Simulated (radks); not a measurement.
Pm, 61 electrons, occupied as [Xe] 4f5 6s1 7s1 (not the ground configuration).

All-electron calculation, Dirac Kohn-Sham, BLYP, spin-unpolarised, spherical densities, point nucleus; open shells fill j = l - 1/2 first. Program: a radial shooting solver on a logarithmic mesh with Libxc functionals.

Energy parts (hartree):
| part | energy |
|---|---|
| total | -10027.8213 |
| kinetic | 10845.1388 |
| electron-nucleus | -24529.9808 |
| Hartree | 3887.4163 |
| exchange-correlation | -230.3956 |

Orbitals (lengths in bohr, moments of r in powers of bohr; r(max) is where P^2 peaks; r(90%) holds 90 % of the orbital's charge):
1s1/2: occ. 2; eigenvalue (hartree) -1653.330; <r^2> 0.0007315; r(90%) 0.0419; <r^4> 1.417e-06; r(max) 0.01478; small-component weight 5.13e-02
2s1/2: occ. 2; eigenvalue (hartree) -268.7627; <r^2> 0.01150; r(90%) 0.153; <r^4> 0.0002287; r(max) 0.08395; small-component weight 1.12e-02
2p1/2: occ. 2; eigenvalue (hartree) -254.5195; <r^2> 0.008388; r(90%) 0.136; <r^4> 0.0001427; r(max) 0.06369; small-component weight 1.13e-02
2p3/2: occ. 4; eigenvalue (hartree) -233.9224; <r^2> 0.009635; r(90%) 0.144; <r^4> 0.0001824; r(max) 0.06923; small-component weight 1.05e-02
3s1/2: occ. 2; eigenvalue (hartree) -58.66836; <r^2> 0.07747; r(90%) 0.382; <r^4> 0.009089; r(max) 0.2388; small-component weight 3.50e-03
3p1/2: occ. 2; eigenvalue (hartree) -52.56370; <r^2> 0.07256; r(90%) 0.375; <r^4> 0.008356; r(max) 0.2258; small-component weight 3.45e-03
3p3/2: occ. 4; eigenvalue (hartree) -48.42291; <r^2> 0.07984; r(90%) 0.393; <r^4> 0.01005; r(max) 0.2376; small-component weight 3.24e-03
3d3/2: occ. 4; eigenvalue (hartree) -37.81390; <r^2> 0.06448; r(90%) 0.366; <r^4> 0.007467; r(max) 0.1898; small-component weight 3.12e-03
3d5/2: occ. 6; eigenvalue (hartree) -36.91642; <r^2> 0.06653; r(90%) 0.371; <r^4> 0.007908; r(max) 0.1931; small-component weight 3.06e-03
4s1/2: occ. 2; eigenvalue (hartree) -11.73616; <r^2> 0.3970; r(90%) 0.852; <r^4> 0.2296; r(max) 0.5523; small-component weight 1.10e-03
4p1/2: occ. 2; eigenvalue (hartree) -9.41497; <r^2> 0.4211; r(90%) 0.885; <r^4> 0.2657; r(max) 0.5588; small-component weight 1.03e-03
4p3/2: occ. 4; eigenvalue (hartree) -8.51043; <r^2> 0.4615; r(90%) 0.927; <r^4> 0.3193; r(max) 0.5842; small-component weight 9.54e-04
4d3/2: occ. 4; eigenvalue (hartree) -4.69448; <r^2> 0.5415; r(90%) 1.03; <r^4> 0.4797; r(max) 0.5979; small-component weight 7.97e-04
4d5/2: occ. 6; eigenvalue (hartree) -4.53385; <r^2> 0.5578; r(90%) 1.04; <r^4> 0.5093; r(max) 0.6062; small-component weight 7.77e-04
5s1/2: occ. 2; eigenvalue (hartree) -1.64126; <r^2> 2.338; r(90%) 2.08; <r^4> 8.148; r(max) 1.289; small-component weight 2.31e-04
5p1/2: occ. 2; eigenvalue (hartree) -1.02180; <r^2> 3.020; r(90%) 2.39; <r^4> 14.25; r(max) 1.413; small-component weight 1.80e-04
5p3/2: occ. 4; eigenvalue (hartree) -0.90127; <r^2> 3.384; r(90%) 2.54; <r^4> 17.99; r(max) 1.489; small-component weight 1.62e-04
6s1/2: occ. 1; eigenvalue (hartree) -0.20264; <r^2> 18.07; r(90%) 5.82; <r^4> 502.9; r(max) 3.485; small-component weight 3.11e-05
4f5/2: occ. 5; eigenvalue (hartree) -0.18826; <r^2> 1.542; r(90%) 1.87; <r^4> 8.667; r(max) 0.6346; small-component weight 4.03e-04
7s1/2: occ. 1; eigenvalue (hartree) -0.04089; <r^2> 121.2; r(90%) 14.7; <r^4> 20540; r(max) 9.515; small-component weight 4.71e-06

The highest occupied level is 7s1/2 at -1.113 eV. Summed over all electrons, <r^2> = 181.6 bohr^2, which gives a Langevin (diamagnetic) susceptibility term of -144 x 10^-6 cm^3/mol.

Empty levels of this run are not shown, since the potential may be unsettled where no density lies.
